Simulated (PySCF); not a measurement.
dimethoxyethane (C₄H₁₀O₂), singlet, at a GFN2-xTB geometry; DF-B3LYP/def2-SVP in PySCF.

PySCF was given this input:
```python
from pyscf import gto, scf, dft

mol = gto.M(
    atom='''
C     2.723918    0.618494   -0.048285
O     1.467993    0.225281    0.437443
C     0.731716   -0.532983   -0.491397
C    -0.663293   -0.785087    0.068050
O    -1.495180    0.298432   -0.269233
C    -2.767254    0.216302    0.316410
H     3.344899   -0.251953   -0.298347
H     3.201048    1.187584    0.746764
H     2.627283    1.248033   -0.941650
H     1.240649   -1.491730   -0.681294
H     0.636639    0.009139   -1.443045
H    -1.074006   -1.718376   -0.349750
H    -0.590880   -0.890623    1.159924
H    -3.295946   -0.691060   -0.004537
H    -2.703255    0.215449    1.411701
H    -3.319462    1.093477   -0.014117
''',
    basis='def2-svp',
    charge=0,
    spin=0,
    verbose=4,
)

mf = dft.RKS(mol)
mf.xc = 'b3lyp'
mf = mf.density_fit(auxbasis='def2-universal-jkfit')
mf = mf.newton()
mf.kernel()
```

Write the output that PySCF gives for this input, abridged.


```
PySCF version 2.14.0

[INPUT] verbose = 4
[INPUT] num. atoms = 16
[INPUT] num. electrons = 50
[INPUT] charge = 0
[INPUT] spin (= nelec alpha-beta = 2S) = 0
[INPUT] symmetry False subgroup None
[INPUT] Mole.unit = angstrom
[INPUT] Symbol           X                Y                Z      unit          X                Y                Z       unit  Magmom
[INPUT]  1 C      2.723918000000   0.618494000000  -0.048285000000 AA    5.147459005773   1.168784269687  -0.091245425925 Bohr   0.0
[INPUT]  2 O      1.467993000000   0.225281000000   0.437443000000 AA    2.774104722779   0.425719391068   0.826647465108 Bohr   0.0
[INPUT]  3 C      0.731716000000  -0.532983000000  -0.491397000000 AA    1.382742840962  -1.007191899049  -0.928605748433 Bohr   0.0
[INPUT]  4 C     -0.663293000000  -0.785087000000   0.068050000000 AA   -1.253442110341  -1.483599413956   0.128595862777 Bohr   0.0
[INPUT]  5 O     -1.495180000000   0.298432000000  -0.269233000000 AA   -2.825480706927   0.563954746806  -0.508776633695 Bohr   0.0
[INPUT]  6 C     -2.767254000000   0.216302000000   0.316410000000 AA   -5.229352177107   0.408751540196   0.597928243074 Bohr   0.0
[INPUT]  7 H      3.344899000000  -0.251953000000  -0.298347000000 AA    6.320943024332  -0.476122166263  -0.563794120086 Bohr   0.0
[INPUT]  8 H      3.201048000000   1.187584000000   0.746764000000 AA    6.049104031587   2.244208509915   1.411179439685 Bohr   0.0
[INPUT]  9 H      2.627283000000   1.248033000000  -0.941650000000 AA    4.964845321726   2.358440564419  -1.779460605197 Bohr   0.0
[INPUT] 10 H      1.240649000000  -1.491730000000  -0.681294000000 AA    2.344486826716  -2.818961151797  -1.287459070309 Bohr   0.0
[INPUT] 11 H      0.636639000000   0.009139000000  -1.443045000000 AA    1.203073350217   0.017270207052  -2.726959835423 Bohr   0.0
[INPUT] 12 H     -1.074006000000  -1.718376000000  -0.349750000000 AA   -2.029577196140  -3.247260019026  -0.660931712067 Bohr   0.0
[INPUT] 13 H     -0.590880000000  -0.890623000000   1.159924000000 AA   -1.116601372483  -1.683033550239   2.191938685310 Bohr   0.0
[INPUT] 14 H     -3.295946000000  -0.691060000000  -0.004537000000 AA   -6.228435261356  -1.305914135642  -0.008573687427 Bohr   0.0
[INPUT] 15 H     -2.703255000000   0.215449000000   1.411701000000 AA   -5.108411594861   0.407139603811   2.667728259775 Bohr   0.0
[INPUT] 16 H     -3.319462000000   1.093477000000  -0.014117000000 AA   -6.272874060901   2.066372053511  -0.026677263700 Bohr   0.0

nuclear repulsion = 256.162432903971
number of shells = 66
number of NR pGTOs = 214
number of NR cGTOs = 134
basis = def2-svp
ecp = {}

******** <class 'pyscf.soscf.newton_ah.SecondOrderDFRKS'> ********
method = SecondOrderDFRKS
initial guess = minao
damping factor = 0
level_shift factor = 0
DIIS = <class 'pyscf.scf.diis.CDIIS'>
diis_start_cycle = 1
diis_space = 8
diis_damp = 0
SCF conv_tol = 1e-09
SCF conv_tol_grad = None
SCF max_cycles = 50
direct_scf = False
XC library pyscf.dft.libxc version 7.1.2
    S. Lehtola, C. Steigemann, M. J. T. Oliveira, and M. A. L. Marques,  SoftwareX 7, 1–5 (2018)
XC functionals = b3lyp
    P. J. Stephens, F. J. Devlin, C. F. Chabalowski, and M. J. Frisch,  J. Phys. Chem. 98, 11623 (1994)
radial grids:
    Treutler-Ahlrichs [JCP 102, 346 (1995); DOI:10.1063/1.469408] (M4) radial grids

becke partition: Becke, JCP 88, 2547 (1988); DOI:10.1063/1.454033
pruning grids: <function nwchem_prune>
grids dens level: 3
symmetrized grids: False
atomic radii adjust function: <function treutler_atomic_radii_adjust>
small_rho_cutoff = 0
******** <class 'pyscf.df.df_jk.DFRKS'> Newton solver flags ********
SCF tol = 1e-09
conv_tol_grad = None
max. SCF cycles = 50
direct_scf = False
max_cycle_inner = 12
max_stepsize = 0.05
ah_start_tol = 1e+09
ah_level_shift = 0
ah_conv_tol = 1e-12
ah_lindep = 1e-14
ah_start_cycle = 1
ah_max_cycle = 40
ah_grad_trust_region = 2.5
kf_interval = 4
kf_trust_region = 5
canonicalization = True
Set conv_tol_grad to 3.16228e-05
Initial guess from minao.
tot grids = 182720
******** <class 'pyscf.df.df.DF'> ********
auxbasis = def2-universal-jkfit
  HOMO = -0.335755758199376  LUMO = 0.0141815864579842  gap/eV = 9.52228
Initial guess E= -308.509938332363  |g|= 0.767986
macro= 0  E= -308.624964013916  delta_E= -0.115026  |g|= 0.0629068  3 KF 9 JK
macro= 1  E= -308.625270121465  delta_E= -0.000306108  |g|= 4.13728e-05  3 KF 10 JK
macro= 2  E= -308.625270121466  delta_E= -1.13687e-12  |g|= 1.0863e-05  1 KF 2 JK
Canonicalize SCF orbitals
macro X = 3  E=-308.625270121466  |g|= 1.0863e-05  total 8 KF 25 JK
converged SCF energy = -308.625270121466
```
